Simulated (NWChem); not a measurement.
System: C$_{4}$H$_{6}$O; SMILES C#CCOC

Parts of the log:

```
             Northwest Computational Chemistry Package (NWChem) 7.3.0
             --------------------------------------------------------

                             Geometry "geometry" -> ""
                             -------------------------

 Output coordinates in angstroms (scale by  1.889725989 to convert to a.u.)

  No.       Tag          Charge          X              Y              Z
 ---- ---------------- ---------- -------------- -------------- --------------
    1 C                    6.0000     0.28189400     2.57303500     0.00000000
    2 C                    6.0000    -0.08890000     1.42156500     0.00000000
    3 C                    6.0000    -0.56873500     0.04383400     0.00000000
    4 O                    8.0000     0.49873100    -0.85608300     0.00000000
    5 C                    6.0000     0.08010200    -2.18540900     0.00000000
    6 H                    1.0000     0.61840500     3.59350900     0.00000000
    7 H                    1.0000    -1.21912200    -0.10914600     0.88830900
    8 H                    1.0000    -1.21912200    -0.10914600    -0.88830900
    9 H                    1.0000     0.97781500    -2.81854900     0.00000000
   10 H                    1.0000    -0.52468100    -2.43263800     0.89581100
   11 H                    1.0000    -0.52468100    -2.43263800    -0.89581100

 Effective nuclear repulsion energy (a.u.)     157.0443185848

                                 NWChem DFT Module
                                 -----------------

 Summary of "ao basis" -> "ao basis" (spherical)
 ------------------------------------------------------------------------------
       Tag                 Description            Shells   Functions and Types
 ---------------- ------------------------------  ------  ---------------------
 C                          def2-svp                 6       14   3s2p1d
 O                          def2-svp                 6       14   3s2p1d
 H                          def2-svp                 3        5   2s1p

 in cosmo_initialize ...

 solvent parameters
 solvname_short: unkn
 solvname_long:  unknown
 dielec:       25.0000

          ---------------
          -cosmo- solvent
          ---------------
 Cosmo: York-Karplus, doi: 10.1021/jp992097l
 dielectric constant -eps-     =  25.00
 screen = (eps-1)/(eps    )    =   0.96000
 surface charge correction     = lagrangian

   van der Waals surface
 --------------------------

 ---------- ATOMIC COORDINATES (A.U.) ------------ VDWR(ANG.) --
     1    0.53270242    4.86233111    0.00000000     2.000
     2   -0.16799664    2.68636832    0.00000000     2.000
     3   -1.07475331    0.08283425    0.00000000     2.000
     4    0.94246493   -1.61776229    0.00000000     1.720
     5    0.15137083   -4.12982418    0.00000000     2.000
     6    1.16861600    6.79074735    0.00000000     1.300
     7   -2.30380653   -0.20625603    1.67866060     1.300
     8   -2.30380653   -0.20625603   -1.67866060     1.300
     9    1.84780242   -5.32628530    0.00000000     1.300
    10   -0.99150332   -4.59701925    1.69283733     1.300
    11   -0.99150332   -4.59701925   -1.69283733     1.300
 number of segments per atom =         32
 number of   points per atom =         32
 atom (   nspa,  nppa )
 ----------------------
    1 (     22,     0 )       0
    2 (     16,     0 )       0
    3 (     14,     0 )       0
    4 (     12,     0 )       0
    5 (     18,     0 )       0
    6 (     14,     0 )       0
    7 (     14,     0 )       0
    8 (     14,     0 )       0
    9 (     14,     0 )       0
   10 (     14,     0 )       0
   11 (     14,     0 )       0
 number of -cosmo- surface points =      166
 molecular surface =    126.236 angstrom**2
 molecular volume  =    102.467 angstrom**3
 G(cav/disp)       =      1.491 kcal/mol
 -lineq- algorithm             =   0
 -bem- low  level              =   2
 -bem- from -octahedral-
 gaussian surface charge width =   4.50000
 degree of switching           =   1.00000
 switching function tolerance  =   0.00010
 atomic radii =
 --------------
    1  6.000  2.000
    2  6.000  2.000
    3  6.000  2.000
    4  8.000  1.720
    5  6.000  2.000
    6  1.000  1.300
    7  1.000  1.300
    8  1.000  1.300
    9  1.000  1.300
   10  1.000  1.300
   11  1.000  1.300
 ...... end of -cosmo- initialization ......

[...]

                                   COSMO solvation results
                                   -----------------------

                 gas phase energy =      -230.880648598012
                 sol phase energy =      -230.889557718516
 (electrostatic) solvation energy =         0.008909120504 (    5.59 kcal/mol)

                       DFT Final Molecular Orbital Analysis
                       ------------------------------------

 Vector   17  Occ=2.000000D+00  E=-3.567244D-01
              MO Center=  1.4D-01,  3.7D-01, -1.1D-11, r^2= 4.3D+00
   Bfn.  Coefficient  Atom+Function         Bfn.  Coefficient  Atom+Function
  ----- ------------  ---------------      ----- ------------  ---------------
    48      0.381018   4 O  pz                6     -0.306824   1 C  pz
    20     -0.308343   2 C  pz               51      0.297344   4 O  pz
    23     -0.194007   2 C  pz                9     -0.179807   1 C  pz
    62     -0.168157   5 C  pz               91     -0.165960  10 H  s
    96      0.165960  11 H  s                92     -0.096092  10 H  s

 Vector   18  Occ=2.000000D+00  E=-3.545643D-01
              MO Center=  8.2D-02,  1.8D+00,  4.7D-10, r^2= 1.8D+00
   Bfn.  Coefficient  Atom+Function         Bfn.  Coefficient  Atom+Function
  ----- ------------  ---------------      ----- ------------  ---------------
    18      0.395662   2 C  px                4      0.392181   1 C  px
    21      0.238246   2 C  px                7      0.233836   1 C  px
     5     -0.130050   1 C  py               19     -0.118607   2 C  py
    46      0.091815   4 O  px               22     -0.090141   2 C  py
     8     -0.078580   1 C  py               47     -0.076789   4 O  py

 Vector   19  Occ=2.000000D+00  E=-3.291557D-01
              MO Center= -6.9D-02,  3.4D-01, -1.2D-09, r^2= 3.8D+00
   Bfn.  Coefficient  Atom+Function         Bfn.  Coefficient  Atom+Function
  ----- ------------  ---------------      ----- ------------  ---------------
    48      0.385806   4 O  pz               51      0.311121   4 O  pz
     6      0.290870   1 C  pz               20      0.239529   2 C  pz
    76     -0.205736   7 H  s                81      0.205736   8 H  s
     9      0.191961   1 C  pz               34     -0.187919   3 C  pz
    23      0.146421   2 C  pz               77     -0.132897   7 H  s

 Vector   20  Occ=0.000000D+00  E= 5.903584D-02
              MO Center= -5.5D-02,  1.2D+00, -8.4D-11, r^2= 4.1D+00
   Bfn.  Coefficient  Atom+Function         Bfn.  Coefficient  Atom+Function
  ----- ------------  ---------------      ----- ------------  ---------------
     7      0.605520   1 C  px               45      0.495699   4 O  s
    31      0.459180   3 C  s                21     -0.421976   2 C  px
    22      0.379565   2 C  py               77     -0.340828   7 H  s
    82     -0.340828   8 H  s                 4      0.338784   1 C  px
    18     -0.312569   2 C  px               35     -0.295990   3 C  px

 Vector   21  Occ=0.000000D+00  E= 8.125683D-02
              MO Center= -9.2D-02,  1.7D+00,  1.4D-09, r^2= 3.2D+00
   Bfn.  Coefficient  Atom+Function         Bfn.  Coefficient  Atom+Function
  ----- ------------  ---------------      ----- ------------  ---------------
     9      0.708308   1 C  pz               23     -0.688511   2 C  pz
    77      0.469744   7 H  s                82     -0.469744   8 H  s
    20     -0.407621   2 C  pz                6      0.365286   1 C  pz
    37     -0.217724   3 C  pz               76      0.145914   7 H  s
    81     -0.145914   8 H  s                92      0.085708  10 H  s

 Vector   22  Occ=0.000000D+00  E= 1.120433D-01
              MO Center= -7.2D-01, -1.1D+00, -6.4D-09, r^2= 6.9D+00
   Bfn.  Coefficient  Atom+Function         Bfn.  Coefficient  Atom+Function
  ----- ------------  ---------------      ----- ------------  ---------------
    59      1.704103   5 C  s                31      1.607746   3 C  s
    92     -0.882073  10 H  s                97     -0.882073  11 H  s
    77     -0.874951   7 H  s                82     -0.874951   8 H  s
    87     -0.713832   9 H  s                35     -0.421423   3 C  px
    21      0.398492   2 C  px               64     -0.354842   5 C  py

     Multipole analysis of the density
     ---------------------------------

     L   x y z        total         alpha         beta         nuclear
     -   - - -        -----         -----         ----         -------
     0   0 0 0     -0.000000    -19.000000    -19.000000     38.000000

     1   1 0 0     -0.714771     -0.664115     -0.664115      0.613458
     1   0 1 0     -0.387304     -0.156687     -0.156687     -0.073930
     1   0 0 1      0.000000      0.000000      0.000000      0.000000

     2   2 0 0    -22.865385    -28.136283    -28.136283     33.407180
     2   1 1 0      1.766451     -1.372238     -1.372238      4.510927
     2   1 0 1     -0.000000     -0.000000     -0.000000      0.000000
     2   0 2 0    -15.972922   -220.635434   -220.635434    425.297946
     2   0 1 1     -0.000000     -0.000000     -0.000000      0.000000
     2   0 0 2    -23.116906    -17.242053    -17.242053     11.367199
```

Level: M06-2X/def2-SVP, COSMO on the gas-phase geometry. Coordinates come from a PBE0/def2-SVP optimisation. COSMO prints the solvation energy as gas minus solution, so a positive value is a stabilisation.

Reconstruct the input file.

Several could match; the one computed here: the input that was run:
```
start job
memory heap 200 mb stack 900 mb global 1100 mb
geometry units angstroms noautosym nocenter noautoz
  C      0.281894     2.573035     0.000000
  C     -0.088900     1.421565     0.000000
  C     -0.568735     0.043834     0.000000
  O      0.498731    -0.856083     0.000000
  C      0.080102    -2.185409     0.000000
  H      0.618405     3.593509     0.000000
  H     -1.219122    -0.109146     0.888309
  H     -1.219122    -0.109146    -0.888309
  H      0.977815    -2.818549     0.000000
  H     -0.524681    -2.432638     0.895811
  H     -0.524681    -2.432638    -0.895811
end
basis spherical
  * library def2-svp
end
dft
  xc m06-2x
  iterations 150
end
cosmo
  dielec 25.0
end
task dft energy
```
